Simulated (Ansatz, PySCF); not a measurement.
Lewis adduct: BH3 (SMILES B) (first 4 atoms) with PH3 (SMILES P); geometry from B3LYP-D3(BJ)/def2-TZVP.
(charge 0, multiplicity 1):
```json
[
 {"atom": "B", "x (Å)": "-0.0303", "y (Å)": "-0.0774", "z (Å)": "0.6721"},
 {"atom": "H", "x (Å)": "1.0967", "y (Å)": "-0.4211", "z (Å)": "0.4177"},
 {"atom": "H", "x (Å)": "-0.8416", "y (Å)": "-0.9688", "z (Å)": "0.6552"},
 {"atom": "H", "x (Å)": "-0.3837", "y (Å)": "0.9320", "z (Å)": "0.1159"},
 {"atom": "P", "x (Å)": "0.0544", "y (Å)": "0.4299", "z (Å)": "2.5320"},
 {"atom": "H", "x (Å)": "-1.1256", "y (Å)": "0.8877", "z (Å)": "3.1451"},
 {"atom": "H", "x (Å)": "0.4453", "y (Å)": "-0.5473", "z (Å)": "3.4648"},
 {"atom": "H", "x (Å)": "0.9304", "y (Å)": "1.4694", "z (Å)": "2.8927"}
]
```

Basis-set superposition error: the interaction energy with monomers in their own basis, and in the dimer's basis (counterpoise).

Programs: Ansatz (a quantum-chemistry and plane-wave program) with Gaussian orbitals; PySCF for 6-31G* rows. Each number belongs to the level named beside it.

```
level                 uncorrected (kcal/mol)  counterpoise (kcal/mol)  difference
--------------------  ----------------------  -----------------------  ----------
HF/aug-cc-pV(T+d)Z                    -24.57                   -24.45        0.11
SVWN5/def2-TZVPPD                     -54.07                   -53.77        0.29
PBE/def2-TZVPPD                       -43.46                   -43.22        0.25
r2SCAN/def2-TZVPPD                    -43.20                   -43.03        0.17
B3LYP/def2-TZVPPD                     -35.53                   -35.30        0.22
PBE0/def2-TZVPPD                      -42.52                   -42.33        0.18
BHLYP/def2-TZVPPD                     -34.71                   -34.54        0.17
wB97M-V/def2-TZVPPD                   -38.15                   -37.93        0.22
MP2/6-31G*                            -36.06                   -30.42        5.63
CCSD/aug-cc-pV(D+d)Z                  -32.65                   -30.07        2.58
```

The error is largest for MP2/6-31G* (5.63 kcal/mol) and smallest for HF/aug-cc-pV(T+d)Z (0.11 kcal/mol).
